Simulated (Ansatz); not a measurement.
`C[N](C)[MgH]` → `C[CH2][Mg][NH2]`  (isomerisation)

Gas-phase electronic energies from Ansatz, PBE0-D4/def2-TZVP geometries. CBS: MP2 limit from def2 TZ/QZ plus the TZ coupled-cluster correction, frozen cores. Functionals use def2-TZVPP. For Mg outer-core shells are correlated without core-valence functions, which leaves a few kJ/mol of doubt a bond. Each species was taken in one conformer, which may not be the lowest.

`C[N](C)[MgH]`:

Cartesian coordinates in Å:
```
C 0.949 -0.914 -0.114
N 0.047 0.179 0.129
C -1.196 -0.029 -0.564
Mg 0.441 1.687 1.214
H 1.184 -1.035 -1.186
H 0.540 -1.882 0.225
H 1.904 -0.774 0.406
H -1.706 -0.955 -0.245
H -1.897 0.796 -0.391
H -1.060 -0.109 -1.657
H 0.793 3.035 2.183
```

`C[CH2][Mg][NH2]`:

```xyz
11

C    -1.639    0.212    0.989
C    -0.978   -0.558   -0.156
Mg    1.023   -0.094   -0.575
N     2.830    0.320   -0.959
H    -1.645    1.292    0.809
H    -2.683   -0.084    1.149
H    -1.121    0.058    1.941
H    -1.556   -0.414   -1.078
H    -1.038   -1.636    0.043
H     3.162    1.021   -1.606
H     3.646   -0.117   -0.556
```

| level | ΔE (kcal/mol) | difference from CCSD(T)/CBS |
| --- | --- | --- |
| ωB97X-V | -18.4 | 3.5 |
| revPBE | -20.7 | 1.2 |
| r2SCANh | -20.0 | 1.9 |
| r2SCAN0 | -20.1 | 1.8 |
| BHLYP | -19.4 | 2.5 |
| LC-ωPBE | -20.1 | 1.8 |
| HF/def2-SVP | -12.8 | 9.1 |
| SCS-MP2/def2-TZVPP | -20.3 | 1.6 |
| HF/CBS(def2) | -17.4 | 4.5 |
| CCSD/CBS(def2) | -21.9 | 0.0 |
| CCSD(T)/CBS | -21.9 | 0 |

(1) What do rigid-rotor, harmonic-oscillator terms from PBE0-D4/def2-TZVP frequencies (298.15 K, 1 bar) make of the CCSD(T)/CBS value? (Best estimate.)

Largest T1 diagnostic among the species: 0.010.

Answers

(1) Computed: ΔZPE = +1.0 kcal/mol, ΔH = -20.2 kcal/mol, ΔS = 40 J/(mol·K), ΔG = -23.0 kcal/mol. Modes under 50 cm⁻¹ make the entropy rough.

Leaving LDA and LC-ωPBE aside and taking each functional with its dispersion term where it has one, the values, not all of them listed here, spread over 5.2 kcal/mol, from B2PLYP to B97M-V. LDA lies +2.9 kcal/mol from PBE without D4. At CCSD(T), def2-SVP lies +8.3 kcal/mol from the extrapolated value and def2-TZVPP +1.9 kcal/mol. The D4 term adds +1.6 kcal/mol with B3LYP and +0.8 kcal/mol with PBE0; it sums over pairs of atoms, weighted by their polarisabilities, and B3LYP, whose exchange is more repulsive, gets the larger term.

B3LYP here is the variant with VWN-RPA as its local correlation; programs differ in this.
